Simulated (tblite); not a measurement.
Compound: C8H7O (doublet state).
Bonds: C1–C2 (aromatic), C2–C3 (aromatic), C3–C4 (aromatic), C4–C5 (aromatic), C5–C6 (aromatic), C5–O7, O7–C8, C8–C9, C1–C6 (aromatic), C4–C9. Hydrogens: H10 on C2; H11 on C3; H12 on C6; H13, H14 on C8; H15, H16 on C9.

The geometry is computed with GFN2-xTB (gas phase). This method treats the open shell by occupation alone, without spin polarisation.

(1) What internal coordinates does the optimisation give?

Results:

(1) 
| bond | length (Å) |
| --- | --- |
| C1–C2 | 1.363 |
| C2–C3 | 1.400 |
| C3–C4 | 1.376 |
| C4–C5 | 1.395 |
| C5–C6 | 1.391 |
| C5–O7 | 1.357 |
| O7–C8 | 1.429 |
| C8–C9 | 1.543 |
| C1–C6 | 1.366 |
| C4–C9 | 1.503 |
| C2–H10 | 1.078 |
| C3–H11 | 1.080 |
| C6–H12 | 1.078 |
| C8–H13, C8–H14 | 1.094 |
| C9–H15, C9–H16 | 1.091 |

Bonds in one row agree within 0.01 Å and their mean is given. A selection of angles:
| angle | degrees |
| --- | --- |
| C2–C1–C6 | 126.5 |
| C1–C2–C3 | 117.4 |
| C1–C2–H10 | 122.2 |
| C3–C2–H10 | 120.3 |
| C2–C3–C4 | 118.8 |
| C2–C3–H11 | 120.2 |
| C4–C3–H11 | 121.0 |
| C3–C4–C5 | 121.1 |
| C3–C4–C9 | 130.9 |
| C5–C4–C9 | 107.9 |
| C4–C5–C6 | 121.0 |
| C4–C5–O7 | 113.6 |
| C6–C5–O7 | 125.4 |
| C5–C6–H12 | 121.1 |
| C1–C6–C5 | 115.1 |
| C1–C6–H12 | 123.7 |
| C5–O7–C8 | 108.4 |
| O7–C8–C9 | 108.2 |
| O7–C8–H13 | 107.7 |
| C9–C8–H13 | 112.2 |
| H13–C8–H14 | 108.6 |
| C8–C9–H15 | 111.9 |
| C4–C9–C8 | 102.0 |
| C4–C9–H15 | 111.7 |
| H15–C9–H16 | 108.1 |

Dihedral angles: C4–C5–O7–C8 0° (synperiplanar); C5–O7–C8–C9 0° (synperiplanar); O7–C8–C9–C4 0° (synperiplanar); C3–C4–C9–C8 180° (antiperiplanar).

C4 (carbon bonded to 3 C) is planar (angles 130.9°, 121.1° and 107.9°, sum 360.0°, 0.00 Å off the plane of its three neighbours). The 9 heavy atoms lie in one plane (0.002 Å rms). C5 (carbon bonded to 2 C and O) is planar (angles 125.4°, 121.0° and 113.6°, sum 360.0°, 0.00 Å off the plane of its three neighbours). The 5-membered ring C4–C5–O7–C8–C9 has internal angles of 102.0° to 113.6°; it is planar, 0.00 Å rms from its mean plane, widest ring torsion 0°. C3 (carbon bonded to 2 C and H) is planar (angles 121.0°, 120.2° and 118.8°, sum 360.0°, 0.00 Å off the plane of its three neighbours). C1 (carbon bonded to 2 C) is bent (angle 126.5°). The C–O distances run from 1.357 Å (C5–O7, drawn single) to 1.429 Å (O7–C8, drawn single), a spread of 0.072 Å.

Point group: Cs (every atom within 0.08 Å of its image). Its GFN2-xTB frequencies are all real (lowest 67 cm⁻¹).
